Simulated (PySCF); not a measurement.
Correlation energy of Li (lithium, neutral)

[He] 3d1, 2D determinant (an excited configuration). Calculation: PySCF 2.14, in aug-cc-pCVTZ-DK (7s6p4d2f, 59 functions); scalar relativity by spin-free X2C-1e. Frozen: nothing; 3 electrons correlated.

| level | correlation energy (mhartree) |
| --- | --- |
| CCSD | -40.32 |
| (T) | 0.00 |
| CCSD(T) | -40.32 |

Diagnostics: T1 = 0.00057, D1 = 0.0011, largest double amplitude 0.018.

The outer electron is Rydberg-like, and this basis confines it to a smaller radius and binds it less than a complete one would.

Cost of the coupled-cluster step: roughly 1.8 core-seconds, for 3 correlated electrons.
